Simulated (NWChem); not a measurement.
Molecule: C3H5NOSi; SMILES C1=CO[SiH2]N=C1

```xyz
11

C      0.0376    -1.6773     0.0000
C     -1.1666    -1.0543     0.0000
O     -1.3515     0.2761     0.0000
Si    -0.0012     1.3425     0.0000
N      1.4160     0.3548     0.0000
C      1.2884    -0.9303     0.0000
H      0.0654    -2.7615     0.0000
H     -2.1047    -1.6061     0.0000
H     -0.1026     2.1936    -1.2105
H     -0.1026     2.1936     1.2105
H      2.2053    -1.5358     0.0000
```
Atoms are numbered in this order, from 1.

Computed with NWChem. All runs use the structure optimised with B3LYP/6-31G* (spherical d). Hybrids' shares of exact exchange are those that their runs print; pure functionals count as 0. The functionals differ in more than this share.

| row | share of exact exchange | highest occupied level (eV) |
|---|---|---|
| PBE/def2-TZVP | 0.00 | -5.78 |
| TPSSh/def2-TZVP | 0.10 | withheld |
| B3LYP/def2-TZVP | 0.20 | -6.79 |
| PBE0/def2-TZVP | 0.25 | -6.98 |
| PW6B95/def2-TZVP | 0.28 | -7.07 |

**Question.** Fit a straight line of the last column on the one before it, predict the withheld value, and compare with the run.

**Answer.** 
1. Means of the 4 shown rows: x = 0.182, y = -6.655. Slope Σ(x − x̄)(y − ȳ)/Σ(x − x̄)² = -0.2244/0.04768 = -4.708; intercept -5.796.
2. The shown rows scatter about the line by 0.035 (root mean square); the largest residual is -0.05, at B3LYP/def2-TZVP.
3. At x = 0.10 (TPSSh/def2-TZVP; inside the shown range) the line gives -6.27.
4. The run gives -6.36, -0.09 from the line, 2.5 times the scatter.
